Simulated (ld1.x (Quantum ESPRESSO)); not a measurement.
# Pd (Z = 46): RRKJ pseudisation with revPBE, fully relativistic reference atom.

Input for ld1.x (Quantum ESPRESSO) 7.5:

```
&input
   title='Pd', zed=46., rel=2, dft='REVPBE', iswitch=3,
   config='[Kr] 4d10 5s0 5p0', rel_dist='average',
   nld=5, rlderiv=4.30, eminld=-2.0, emaxld=5.0, deld=0.02
 /
 &inputp
   pseudotype=2, tm=.false., lloc=0,
   nlcc=.true.,
   file_pseudopw='Pd.UPF', file_wfcaegen='ae.wfc', file_wfcncgen='nc.wfc', file_beta='beta', file_chi='chi'
 /
3
5P  2  1   0.00   0.00  3.95  3.95  0.0
4D  3  2  10.00   0.00  1.90  1.90  0.0
5S  1  0   0.00   0.00  2.00  2.00  0.0
 &test
   configts(1)='4d10 5s0 5p0'
 /
```

Command:

```bash
ld1.x < Pd.in > Pd.out
```

Resulting log (shortened: banner, matrices, multipoles, cross overlaps and the repeated all-electron block are left out):

```
Program LD1 v.7.5
     --------------------------- All-electron run ----------------------------

     Pd
     dirac relativistic calculation

     atomic number is 46.00
     dft =REVPBE   lsd =0 sic =0 latt =0  beta=0.20 tr2=1.0E-14
     Exchange-correlation= REVPBE
                           (   1   4   4   4   0   0   0)
     mesh =1235 r(mesh) =  99.12271 a.u. xmin = -7.00 dx = 0.01250
     1 Ry =  13.60569312 eV, c = 137.03599908

     n l j   nl                  e(Ry)          e(Ha)          e(eV)
     Spin orbit split results
     1 0 0.5 1S 1( 2.00)     -1775.2625      -887.6313    -24153.6771
     2 0 0.5 2S 1( 2.00)      -259.1176      -129.5588     -3525.4740
     2 1 0.5 2P 1( 2.00)      -240.3157      -120.1578     -3269.6614
     2 1 1.5 2P 1( 4.00)      -228.6008      -114.3004     -3110.2729
     3 0 0.5 3S 1( 2.00)       -46.7139       -23.3570      -635.5751
     3 1 0.5 3P 1( 2.00)       -39.2972       -19.6486      -534.6657
     3 1 1.5 3P 1( 4.00)       -37.2551       -18.6276      -506.8821
     4 0 0.5 4S 1( 2.00)        -6.2610        -3.1305       -85.1858
     4 1 0.5 4P 1( 2.00)        -3.9779        -1.9890       -54.1227
     4 1 1.5 4P 1( 4.00)        -3.6536        -1.8268       -49.7096
     3 2 1.5 3D 1( 4.00)       -24.1371       -12.0685      -328.4018
     3 2 2.5 3D 1( 6.00)       -23.7299       -11.8650      -322.8623
     4 2 1.5 4D 1( 4.00)        -0.3105        -0.1552        -4.2245
     4 2 2.5 4D 1( 6.00)        -0.2786        -0.1393        -3.7900
     5 0 0.5 5S 1( 0.00)        -0.2356        -0.1178        -3.2054
     5 1 0.5 5P 1( 0.00)        -0.0276        -0.0138        -0.3758
     5 1 1.5 5P 1( 0.00)        -0.0233        -0.0117        -0.3171
     Averaged results
     1 0     1S 1( 2.00)     -1775.2625      -887.6313    -24153.6771
     2 0     2S 1( 2.00)      -259.1176      -129.5588     -3525.4740
     2 1     2P 1( 6.00)      -232.5058      -116.2529     -3163.4024
     3 0     3S 1( 2.00)       -46.7139       -23.3570      -635.5751
     3 1     3P 1( 6.00)       -37.9358       -18.9679      -516.1433
     4 0     4S 1( 2.00)        -6.2610        -3.1305       -85.1858
     4 1     4P 1( 6.00)        -3.7617        -1.8809       -51.1806
     3 2     3D 1(10.00)       -23.8928       -11.9464      -325.0781
     4 2     4D 1(10.00)        -0.2913        -0.1457        -3.9638
     5 0     5S 1( 0.00)        -0.2356        -0.1178        -3.2054
     5 1     5P 1( 0.00)        -0.0247        -0.0124        -0.3367

     final scf error:  7.1E-15 reached in  25 iterations

     Etot =  -10094.330241 Ry,   -5047.165121 Ha, -137340.359548 eV

     Ekin =   10543.742385 Ry,    5271.871193 Ha,  143454.923262 eV
     Encl =  -24469.062439 Ry,  -12234.531220 Ha, -332918.554556 eV
     Eh   =    4119.940474 Ry,    2059.970237 Ha,   56054.645769 eV
     Exc  =    -288.950661 Ry,    -144.475331 Ha,   -3931.374022 eV

     normalization and overlap integrals

     s(1S/1S) =  1.000000  <r> =   0.0318  <r2> =    0.0014  r(max) =   0.0207
     s(2S/2S) =  1.000000  <r> =   0.1380  <r2> =    0.0225  r(max) =   0.1175
     s(2P/2P) =  1.000000  <r> =   0.1171  <r2> =    0.0169  r(max) =   0.0904
     s(2P/2P) =  1.000000  <r> =   0.1221  <r2> =    0.0182  r(max) =   0.0950
     s(3S/3S) =  1.000000  <r> =   0.3790  <r2> =    0.1645  r(max) =   0.3401
     s(3P/3P) =  1.000000  <r> =   0.3711  <r2> =    0.1603  r(max) =   0.3275
     s(3P/3P) =  1.000000  <r> =   0.3819  <r2> =    0.1695  r(max) =   0.3401
     s(4S/4S) =  1.000000  <r> =   0.9473  <r2> =    1.0182  r(max) =   0.8469
     s(4P/4P) =  1.000000  <r> =   1.0231  <r2> =    1.2023  r(max) =   0.8903
     s(4P/4P) =  1.000000  <r> =   1.0553  <r2> =    1.2799  r(max) =   0.9244
     s(3D/3D) =  1.000000  <r> =   0.3556  <r2> =    0.1510  r(max) =   0.2819
     s(3D/3D) =  1.000000  <r> =   0.3590  <r2> =    0.1538  r(max) =   0.2819
     s(4D/4D) =  1.000000  <r> =   1.5675  <r2> =    3.1531  r(max) =   1.0875
     s(4D/4D) =  1.000000  <r> =   1.6046  <r2> =    3.3268  r(max) =   1.1012
     s(5S/5S) =  1.000000  <r> =   3.5084  <r2> =   14.5500  r(max) =   2.6748
     s(5P/5P) =  1.000000  <r> =   6.4518  <r2> =   52.0125  r(max) =   4.6943
     s(5P/5P) =  1.000000  <r> =   6.7927  <r2> =   57.7949  r(max) =   4.9971

     ------------------------ End of All-electron run ------------------------

     --------------------- Generating NC pseudopotential ---------------------

      Generating local pot.: lloc=0, matching radius rcloc =   2.0000

      Computing core charge for nlcc:

       r > 0.86 : true rho core
       r < 0.86 : rho core = a sin(br)/r    a=  15.97  b=   2.52

      Integrated core pseudo-charge :  10.53

     Fully relativistic calculation: |psi|^2

     Wfc 5P LC norm =  0.99999266 SC norm =  0.00000727 missing  0.00000007

     Wfc 5P LC norm =  0.99999353 SC norm =  0.00000522 missing  0.00000126

     Wfc 4D LC norm =  0.99982612 SC norm =  0.00017387 missing  0.00000000

     Wfc 4D LC norm =  0.99983191 SC norm =  0.00016797 missing  0.00000011

      Wfc   5P  rcut= 3.941  Estimated cut-off energy=       11.11 Ry
      This function has    0 nodes for 0 < r <    3.941

      Wfc   5P  rcut= 3.941  Estimated cut-off energy=       11.09 Ry
      This function has    0 nodes for 0 < r <    3.941

      Wfc   4D  rcut= 1.909  Estimated cut-off energy=       64.44 Ry
      This function has    0 nodes for 0 < r <    1.909

      Wfc   4D  rcut= 1.909  Estimated cut-off energy=       64.39 Ry
      This function has    0 nodes for 0 < r <    1.909

     ------------------- End of pseudopotential generation -------------------

     Computing logarithmic derivative in   4.27433
     Computing logarithmic derivative in   4.27433
     Computing the partial wave expansion
       no projector for channel:   0
     R is outside the sphere for l=    1 j= 0.50
     R is outside the sphere for l=    1 j= 1.50
     R is outside the sphere for l=    2 j= 1.50
     R is outside the sphere for l=    2 j= 2.50

     ---------------------- Testing the pseudopotential ----------------------

     Pd
     dirac relativistic calculation

     atomic number is 46.00   valence charge is 10.00
     dft =REVPBE   lsd =0 sic =0 latt =0  beta=0.20 tr2=1.0E-14
     mesh =1235 r(mesh) =  99.12271 xmin = -7.00 dx = 0.01250

     n l  j  nl             e AE (Ry)       e PS (Ry)    De AE-PS (Ry)
     3 2 1.5 4D   1( 4.00)       -0.31050       -0.31050       -0.00000
     3 2 2.5 4D   1( 6.00)       -0.27856       -0.27857        0.00000
     1 0 0.5 5S   1( 0.00)       -0.23559       -0.23559       -0.00000
     2 1 0.5 5P   1( 0.00)       -0.02762       -0.02762       -0.00000
     2 1 1.5 5P   1( 0.00)       -0.02331       -0.02331        0.00000

     eps = 1.2E-15  iter =  9

     Etot =  -10094.330241 Ry,   -5047.165121 Ha, -137340.359548 eV
     Etotps =   -76.176077 Ry,     -38.088039 Ha,   -1036.428332 eV

     Ekin =      53.387925 Ry,      26.693963 Ha,     726.379728 eV
     Encl =     -94.262468 Ry,     -47.131234 Ha,   -1282.506211 eV
     Ehrt =      57.437312 Ry,      28.718656 Ha,     781.474445 eV
     Ecxc =     -31.789517 Ry,     -15.894759 Ha,    -432.518417 eV
     (Ecc =     -17.446820 Ry,      -8.723410 Ha,    -237.376083 eV)
     Epseu=     -60.949330 Ry,     -30.474665 Ha,    -829.257877 eV

     ---------------------- End of pseudopotential test ----------------------
```

Generation and configuration tests took about 2.8 s on one core of a shared server CPU.
